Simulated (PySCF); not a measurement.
AlH₂O₂, SMILES [OH][Al][OH], multiplicity 2.

Coordinates come from a PBE0-D3(BJ)/def2-TZVP optimisation. The spin state was assumed, not searched. The isomer is the one that the SMILES or the coordinates give; other isomers of the formula were not compared. The values are those of a single conformer.

All values below come from PBE0-D3(BJ)/def2-TZVP (PySCF).

Frequencies are harmonic and unscaled.

```
mode  ν (cm⁻¹)  IR (km/mol)  moving atoms (share of kinetic energy)
----  --------  -----------  --------------------------------------
1          199          0.0                                  H 93 %
2          225         27.0                 O 48 %, Al 29 %, H 23 %
3          298        268.9                          H 71 %, O 22 %
4          507        288.6                          H 88 %, O 12 %
5          587          0.9                          H 55 %, O 45 %
6          788         66.0                 O 49 %, Al 27 %, H 24 %
7          896        132.7                         Al 48 %, O 46 %
8         3933         11.1                                  H 94 %
9         3935         76.4                                  H 94 %
```
